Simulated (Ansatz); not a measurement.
`O[SiH2][SiH2]O` + `CCCCC=O` → `CCC[SiH2]O` + `O=CC[SiH2]O`  (formal exchange of groups at the Si–Si bond)

Calculated with Ansatz (gas phase, PBE0-D4/def2-TZVP geometries, no zero-point term in ΔE). CBS: MP2 limit from def2 TZ/QZ plus the TZ coupled-cluster correction, frozen cores. Functionals use def2-TZVPP. One conformer a species, not always the lowest.

```csv
level,ΔE (kJ/mol)
PBE0-D4,-55.7
MP2/CBS(def2),-69.6
```

(1) What does CCSD(T)/CBS give? (Best estimate.)

Largest T1 diagnostic among the species: 0.014.

Answers

(1) Computed: -61.1 kJ/mol. The listed levels differ from it by 5.4, -8.5 kJ/mol.
